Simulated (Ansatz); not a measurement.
An input meant for Li₁₂⁻ (charge -1, doublet).

```yaml
crystal:
  periodic: [false, false, false]
  atoms:
    - {symbol: Li, position_ang: [-3.148461, -2.406787, -1.347070]}
    - {symbol: Li, position_ang: [-1.650158, -5.044950, -0.601814]}
    - {symbol: Li, position_ang: [0.879575, 0.284101, 0.306407]}
    - {symbol: Li, position_ang: [-2.660709, -3.178035, 1.709890]}
    - {symbol: Li, position_ang: [2.323883, -2.392251, 1.022011]}
    - {symbol: Li, position_ang: [-0.663583, -3.246756, -3.063229]}
    - {symbol: Li, position_ang: [-2.199959, -0.252690, 0.761500]}
    - {symbol: Li, position_ang: [-0.985576, -0.246913, -2.205753]}
    - {symbol: Li, position_ang: [1.857816, -1.555459, -2.032924]}
    - {symbol: Li, position_ang: [-0.151086, -1.500164, 2.739202]}
    - {symbol: Li, position_ang: [0.138518, -4.513198, 1.994038]}
    - {symbol: Li, position_ang: [-0.414261, -2.359098, -0.158860]}
basis:
  gaussian: {orbitals: "6-31G*"}
total_charge: -1
magnetization: {spin_polarized: true, initial_magnetization: 1}
hamiltonian: {xc: {name: B2PLYP}, dispersion: d4}
scf: {lower_state_search: off}
output: {forces: true}
```

```sh
$ ansatz run in.yaml --threads 4 --pin off --events-out ev --progress --plain --max-ram 4787MiB
```

Shortened log:

```
Error: invalid value for `hamiltonian.dispersion`: no damping is tabulated for this functional; type it, or the functional that lends it
```

In this input the program holds no damping parameters for this pairing of functional and dispersion term, so they'd have to be typed. The program refused the input.
